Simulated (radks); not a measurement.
Q: Species: Tl4+. Configuration: [Kr] 4d10 4f14 5s1.75 5p6 5d9 6s0.25 (fractional occupations, a model configuration). All-electron calculation, scalar-relativistic Kohn-Sham, OLYP, spin-polarised, spherical densities, finite nucleus; open shells are filled with parallel spins first (spin-orbit coupling, left out, can overturn this in heavy ions); Fermi nuclear charge, rms radius 5.4759 fm. Program: a radial shooting solver on a logarithmic mesh with Libxc functionals. Some entries of the table are withheld. Estimate them.

| orbital | occ. | eigenvalue (hartree) | <1/r> (bohr^-1) |
|---|---|---|---|
| 1s up | 1 | -3146.557 | 99.37 |
| 1s down | 1 | -3146.555 | 99.37 |
| 2s up | 1 | -562.0654 | 23.33 |
| 2s down | 1 | -562.0599 | 23.33 |
| 2p up | 3 | -483.9377 | 20.59 |
| 2p down | 3 | -483.9329 | 20.59 |
| 3s up | 1 | -135.5882 | 8.650 |
| 3s down | 1 | -135.5848 | 8.650 |
| 3p up | 3 | -113.0870 | 7.851 |
| 3p down | 3 | -113.0835 | 7.851 |
| 3d up | 5 | -89.74676 | 7.377 |
| 3d down | 5 | -89.74212 | 7.377 |
| 4s up | 1 | -31.66996 | 3.722 |
| 4s down | 1 | -31.66389 | 3.722 |
| 4p up | 3 | -24.28694 | 3.351 |
| 4p down | 3 | -24.28071 | 3.351 |
| 4d up | 5 | -15.62523 | 3.012 |
| 4d down | 5 | -15.61756 | 3.012 |
| 5s up | 1 | -6.60212 | 1.558 |
| 5s down | 0.75 | -6.56603 | 1.560 |
| 4f up | 7 | -6.02863 | 2.611 |
| 4f down | 7 | -6.01847 | 2.613 |
| 5p up | 3 | -4.56736 | 1.337 |
| 5p down | 3 | -4.52825 | 1.338 |
| 5d up | 5 | -2.25769 | 1.016 |
| 5d down | 4 | -2.21713 | 1.015 |
| 6s up | 0.25 | (1) | 0.6253 |
| 6s down | 0 | (2) | 0.6158 |
| 6p up | 0 | -1.30741 | (3) |
| 6p down | 0 | -1.29837 | (4) |

A: 
(1) 6s up eigenvalue (hartree): -1.74815
(2) 6s down eigenvalue (hartree): -1.72461
(3) 6p up <1/r> (bohr^-1): 0.5070
(4) 6p down <1/r> (bohr^-1): 0.4984
